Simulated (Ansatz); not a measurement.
Sr₂S₂⁻. Charge -1, multiplicity 2. Geometry PBE0-D4/def2-TZVPD; atoms count from 1.

Cartesian coordinates in Å:
```
Sr -1.095 0.516 1.364
Sr 1.095 -0.516 -1.364
S -0.202 -1.906 0.559
S 0.202 1.906 -0.559
```

In the def2 sets Sr takes a core potential; there is no spin–orbit coupling. The highest occupied level of the charge -1 doublet lies above zero (up to 0.20 eV). By energy differences its removal costs 0.71 eV (vertical, to the charge 0 singlet, at PBE0-D4/def2-TZVPD); a positive level beside a positive removal energy at the same level points to self-interaction error. The structure comes from a short search, and lower isomers may exist.

(1) Estimate the Mulliken populations from the PBE0/def2-TZVPD orbitals of Ansatz.

(2) Where does the spin sit?

(3) And the Mayer bond orders between bonded heavy atoms (over 0.3)?

Answers

(1) 
| atom | charge (e) | spin (α − β) |
| --- | --- | --- |
| Sr1 | 0.93 | 0.50 |
| Sr2 | 0.93 | 0.49 |
| S3 | -1.43 | 0.00 |
| S4 | -1.43 | 0.00 |
Mulliken values and Mayer orders depend strongly on the basis. With diffuse functions, as here, like atoms can get unlike values, and bond orders can come out too low or too high.

(2) Summed by element: Sr 0.99, S 0.01, of 1 unpaired in all. Largest on single atoms: Sr1 0.50, Sr2 0.49, S3 0.00.

(3) Sr1–Sr2 0.53 (3.65 Å); Sr1–S3 0.52 (2.70 Å); Sr1–S4 0.52 (2.70 Å); Sr2–S3 0.52 (2.70 Å); Sr2–S4 0.52 (2.70 Å).
